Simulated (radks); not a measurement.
Results of a calculation; reference values are marked as such.
Excited configurations of Kr I: one electron is placed in a higher orbital outside [Ar] 3d10 4s2 4p5. The ground configuration is [Kr]. Code: a radial shooting solver on a logarithmic mesh with Libxc functionals. Model: scalar-relativistic Kohn-Sham, SCAN, spin-polarised, spherical densities, finite nucleus; open shells are filled with parallel spins first; meta-GGA in the generalised Kohn-Sham scheme; Fermi nuclear charge, rms radius 4.1884 fm. Excitation = E - E(ground); binding = E(ion) - E, where the ion is the core of charge +1; n* = 1/sqrt(2 binding) in atomic units, and the quantum defect is n - n*.

\begin{tabular}{lrrrr}
outer orbital & excitation (eV) & binding (eV) & n* & quantum defect \\ \hline
4f & 13.538 & 0.886 & 3.919 & 0.081 \\
5p & 11.901 & 2.522 & 2.323 & 2.677 \\
5d & 13.256 & 1.167 & 3.414 & 1.586 \\
5f & 13.821 & 0.603 & 4.750 & 0.250 \\
6p & 13.133 & 1.291 & 3.247 & 2.753 \\
7d & 13.905 & 0.519 & 5.122 & 1.878 \\
\end{tabular}

The Delta-SCF ionisation energy is 14.424 eV (NIST Atomic Spectra Database: 14.000 eV, measured). Self-interaction in the functional shifts the binding energies and quantum defects, so they are the method's values and not measured ones. Open shells are spherical and high-spin; term and fine-structure splittings are not resolved.
